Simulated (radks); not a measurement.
Species: Ba4+. Configuration: [Kr] 4d10 5s2 5p2 5d2 (not the ground configuration). All-electron calculation, Dirac Kohn-Sham, BLYP, spin-unpolarised, spherical densities, finite nucleus; open shells fill j = l - 1/2 first; Fermi nuclear charge, rms radius 4.8378 fm. Program: a radial shooting solver on a logarithmic mesh with Libxc functionals.

Unscreened Slater integrals over Kohn-Sham orbitals (hartree). Large and small components are both included. Empty in this configuration: 5p3/2.

| integral | value |
|---|---|
| F0(5d3/2,5d3/2) | 0.39959 |
| F2(5d3/2,5d3/2) | 0.21462 |
| F0(5d3/2,5p1/2) | 0.44669 |
| G1(5d3/2,5p1/2) | 0.26088 |
| F0(5d3/2,5s1/2) | 0.45918 |
| G2(5d3/2,5s1/2) | 0.17824 |
| F0(5d3/2,4d5/2) | 0.51031 |
| F2(5d3/2,4d5/2) | 0.11970 |
| G2(5d3/2,4d5/2) | 0.034267 |
| G4(5d3/2,4d5/2) | 0.028453 |
| F0(5d3/2,5p3/2) | 0.44160 |
| F2(5d3/2,5p3/2) | 0.22618 |
| G1(5d3/2,5p3/2) | 0.27117 |
| G3(5d3/2,5p3/2) | 0.17049 |
| F0(5p1/2,5p1/2) | 0.52502 |
| F0(5p1/2,5s1/2) | 0.54862 |
| G1(5p1/2,5s1/2) | 0.37722 |
| F0(5p1/2,4d5/2) | 0.64626 |
| G3(5p1/2,4d5/2) | 0.060449 |
| F0(5p1/2,5p3/2) | 0.51556 |
| G2(5p1/2,5p3/2) | 0.27908 |
| F0(5s1/2,5s1/2) | 0.57681 |
| F0(5s1/2,4d5/2) | 0.69886 |
| G2(5s1/2,4d5/2) | 0.084369 |
| F0(5s1/2,5p3/2) | 0.53740 |
| G1(5s1/2,5p3/2) | 0.36005 |
| F0(4d5/2,4d5/2) | 1.1264 |
| F2(4d5/2,4d5/2) | 0.57356 |
| F4(4d5/2,4d5/2) | 0.38309 |
| F0(4d5/2,5p3/2) | 0.62675 |
| F2(4d5/2,5p3/2) | 0.18853 |
| G1(4d5/2,5p3/2) | 0.055795 |
| G3(4d5/2,5p3/2) | 0.054391 |
| F0(5p3/2,5p3/2) | 0.50678 |
| F2(5p3/2,5p3/2) | 0.27587 |
